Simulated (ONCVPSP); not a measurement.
Potentials for Pt (Z = 78) compared

Generated with ld1.x 7.5 (TM, RRKJ, ultrasoft, PAW), atompaw 4.2 or ONCVPSP 4.0.1. The cutoff is in Ry: for ld1.x and atompaw files where the sum of valence levels is converged to 10 mRy in a Bessel basis, for ONCV files where the hardest occupied wave has 1 mHa per electron of residual kinetic energy. The error is the largest all-electron minus pseudo excitation energy over each file’s own four to seven test configurations (ionisations up to +4, promotions, holes and added fractions of an electron), all of which were solved. The labels leave out finer settings (local radius, basis sizes, second energies), which also bear on the numbers. Spin-polarised tests are not counted. The rows are a selection from randomly drawn settings: files with unsolved tests, undetermined cutoffs or missed reference levels are left out.

A true bound ghost makes a file unfit for plane-wave use even where its test errors are small: the radial tests pick states by their node count and pass the ghost by.

```tsv
potential	cutoff (Ry)	largest error (meV)	bound ghosts
ONCV, PBE, scalar-relativistic, rc 1.55/1.85/1.55/1.85 (spdf), local d, core correction no, reference 5s2 5p6 5d9, qcut 9.6/9.1/12.3/5.5, projectors 2/3/0/2	68	-129	none
ONCV, BLYP, scalar-relativistic, rc 1.50/1.85/1.70 (spd), local smoothed, core correction no, reference 5s2 5p6 5d8.5, qcut 8.7/6.8/10, projectors 1/3/2	55	+1391	none
ONCV, PBE, scalar-relativistic, rc 1.40/1.50/1.85 (spd), local smoothed, core correction no, reference 5s2 5p6 5d9 6s1, qcut 8.4/8.3/7.4, projectors 2/2/2	57	-11	none
ONCV, PBE, fully relativistic, rc 1.00/1.30/1.75/1.35 (spdf), local smoothed, core correction no, reference 5s2 5p6 5d8, qcut 5.1/6.6/8.1/8.1, projectors 2/2/3/3	354	-46	s, f7/2, f5/2
ONCV, PBE, scalar-relativistic, rc 1.70/1.40/2.10/2.10 (spdf), local smoothed, core correction no, reference 5s2 5p6 5d9 6s1, qcut 6/11.5/6.3/6.2, projectors 2/2/2/2	81	+5.4	none
```

(1) Fill in the row for Pt: ONCV, PBE, scalar-relativistic, rc 1.50/1.20/1.85 (spd), local smoothed, core correction yes, reference 5s2 5p6 5d9 6s0.5, qcut 6.8/7.8/9.1, projectors 2/1/2.

(2) Fill in the row for Pt: ONCV, LDA (Perdew-Wang 92), scalar-relativistic, rc 1.85/1.25/2.25 (spd), local smoothed, core correction yes, reference 5s2 5p6 5d9 6s0.5, qcut 5.8/6.9/7.6, projectors 2/2/1.

(3) Fill in the row for Pt: ONCV, BLYP, scalar-relativistic, rc 1.35/1.30/1.55/1.00 (spdf), local smoothed, core correction yes, reference 4f14 5s2 5p6 5d9 6s1, qcut 9.4/6.9/6.9/17.9, projectors 3/2/2/1.

## Answers

(1) cutoff 101 Ry, largest error +31 meV, bound ghosts: none.

(2) cutoff 156 Ry, largest error -2.9 meV, bound ghosts: s.

(3) cutoff 279 Ry, largest error -13 meV, bound ghosts: none.
